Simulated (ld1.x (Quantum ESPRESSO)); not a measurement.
# Transferability test, RRKJ potential for chlorine

```json
{
  "Element": "chlorine (Cl)",
  "Generator": "ld1.x (Quantum ESPRESSO) 7.5",
  "Type": "norm-conserving RRKJ (Kleinman–Bylander form)",
  "Functional": "PBE",
  "Relativity": "scalar-relativistic",
  "Frozen core": "[Ne]",
  "Valence charge": "7",
  "Reference configuration": "3s1.5 3p5.5",
  "Partial waves": "3s (bound): rc 1.35 bohr; 3p (bound): rc 1.55 bohr",
  "Local potential": "all-electron potential smoothed inside 1.00 bohr (lloc = -1)",
  "Core correction": "none",
  "rho0": "0.01"
}
```

Energies are relative to the spin-unpolarised reference configuration 3s1.5 3p5.5; without spin polarisation the order of configurations can differ from experiment.

```csv
valence configuration,charge,ΔE all-electron (eV),error AE − PS (meV)
3s2 3p5,0,-6.063,-0.1
3s2 3p4,+1,7.813,+1.6
3s2 3p3,+2,33.260,+22
3s1 3p6,0,6.091,-0.4
3s1 3p5,+1,20.522,+3.5
3s2 3p2,+3,71.567,+89
3s2 3p1,+4,123.810,+246
```

Levels in the configuration 3s2 3p3:

```tsv
level	all-electron (eV)	pseudo (eV)
3s	-44.917	-44.871
3p	-31.685	-31.645
```
